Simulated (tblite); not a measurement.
Compound: C10H5F3N4.
Atom-mapped SMILES: `[F:1][C:2]([F:3])([F:4])[C:5]1=[C:6]2[N:7]=[CH:8][CH:9]=[C:10]3[N:11]=[CH:12][CH:13]=[C:14]([N:15]=[CH:16]1)[N:17]23` (hydrogens: H18 on C8; H19 on C9; H20 on C12; H21 on C13; H22 on C16)

Computed geometry: GFN2-xTB, gas phase.

**Question.** What internal coordinates does the optimisation give?

**Answer.** 
```tsv
bond	length (pm)	order
F1–C2, C2–F4	135.1	single
C2–F3	132.8	single
C2–C5	149.8	single
C5=C6	142.4	double
C6–N7	130.5	single
N7=C8	133.6	double
C8–C9	136.5	single
C9=C10	141.5	double
C10–N11	131.5	single
N11=C12	133.0	double
C12–C13	137.2	single
C13=C14	140.9	double
C14–N15	132.1	single
N15=C16	132.3	double
C14–N17	138.5	single
C5–C16	137.9	single
C6–N17	139.3	single
C10–N17	138.7	single
C8–H18	108.0	single
C9–H19	107.5	single
C12–H20	108.1	single
C13–H21	107.5	single
C16–H22	108.2	single
```

Bonds in one row agree within 1 pm and their mean is given. Orders are formal, as drawn. A selection of angles:
```tsv
angle	degrees
F1–C2–F3	106.5
F1–C2–C5	111.1
F3–C2–C5	116.2
C2–C5–C6	122.8
C2–C5–C16	118.2
C6–C5–C16	119.0
C5–C6–N7	122.1
C5–C6–N17	115.6
N7–C6–N17	122.3
C6–N7–C8	119.3
N7–C8–C9	123.0
N7–C8–H18	114.8
C9–C8–H18	122.2
C8–C9–C10	118.8
C8–C9–H19	123.5
C10–C9–H19	117.8
C9–C10–N11	120.5
C9–C10–N17	117.1
N11–C10–N17	122.4
C10–N11–C12	118.9
N11–C12–C13	123.1
N11–C12–H20	115.2
C13–C12–H20	121.7
C12–C13–C14	118.7
C12–C13–H21	123.4
C14–C13–H21	117.9
C13–C14–N15	120.5
C13–C14–N17	117.2
N15–C14–N17	122.2
C14–N15–C16	118.7
N15–C16–H22	115.6
C5–C16–N15	123.6
C5–C16–H22	120.8
C6–N17–C14	120.9
C6–N17–C10	119.5
C10–N17–C14	119.6
```

Torsions: F1–C2–C5–C6 -117° (anticlinal); C2–C5–C6–N7 0° (synperiplanar); C5–C6–N7–C8 -179° (antiperiplanar); C6–N7–C8–C9 0° (synperiplanar); N7–C8–C9–C10 0° (synperiplanar); C8–C9–C10–N11 180° (antiperiplanar); C9–C10–N11–C12 180° (antiperiplanar); C10–N11–C12–C13 0° (synperiplanar); N11–C12–C13–C14 0° (synperiplanar); C12–C13–C14–N15 180° (antiperiplanar); C13–C14–N15–C16 180° (antiperiplanar); C14–N15–C16–C5 0° (synperiplanar). The mirror-image conformer, all signs reversed, is as good.

The 6-membered ring C5–C6–N17–C14–N15–C16 has internal angles of 115.6° to 123.6° (sum 720°, against 720° for a flat polygon); it is planar, 0.00 Å rms from its mean plane, widest ring torsion 1°. The 7 C–C bonds span 1.365 Å (C8–C9, drawn single in a drawing that doesn't fit all lengths) to 1.498 Å (C2–C5, drawn single in a drawing that doesn't fit all lengths), a spread of 0.133 Å. N17 (nitrogen bonded to 3 C) is planar (angles 120.9°, 119.6° and 119.5°, sum 360.0°, 0.00 Å off the plane of its three neighbours). Of the pairs four or more bonds apart, F3···N7 is among the closest relative to their van der Waals radii: 2.59 Å, 86 % of the sum of Bondi's values. The 6-membered ring C6–N7–C8–C9–C10–N17 has internal angles of 117.1° to 123.0°; it is planar, 0.00 Å rms from its mean plane, widest ring torsion 1°. The 6-membered ring C10–N11–C12–C13–C14–N17 has internal angles of 117.2° to 123.1° (sum 720°, against 720° for a flat polygon); it is planar, 0.00 Å rms from its mean plane, widest ring torsion 0°. The C–N distances run from 1.305 Å (C6–N7, drawn single in a drawing that doesn't fit all lengths) to 1.393 Å (C6–N17, drawn single in a drawing that doesn't fit all lengths), a spread of 0.088 Å.

Point group: near Cs, missed by 0.21 Å at most; the miss may be what the optimiser left on a soft mode. GFN2-xTB frequencies show an imaginary mode (33i cm⁻¹), so the point is no minimum at that level.
